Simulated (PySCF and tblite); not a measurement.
Values are calculated unless marked as measured or tabulated.
System: C₃H₉PSSi₂, numbered as in [CH2:1]=[C:2]([CH3:3])[Si@@H:4]1[PH:5][SiH2:6][S:7]1.

The path came from a restrained scan, a climbing-image band and a saddle search at GFN2-xTB; energies are PBE0/pcSseg-1 + D3(BJ), IEF-PCM acetonitrile//GFN2-xTB, thermal terms GFN2-xTB. Rate constants are transition-state-theory values, counting equivalent paths, without tunnelling. Programs: tblite and PySCF.

Task: What barrier does the pyramidal inversion at P5 meet, and how fast is it at 298 K?

Result: The electronic barrier is 19.3 kcal/mol and ΔG‡(298 K) 18.4 kcal/mol, over a C1 saddle with an imaginary mode of 542i cm⁻¹ (GFN2-xTB). With 1 equivalent path, k is 0.22 s⁻¹, a mean lifetime of the start of 4.6 s against this motion. The end lies 0.5 kcal/mol above the start in free energy.
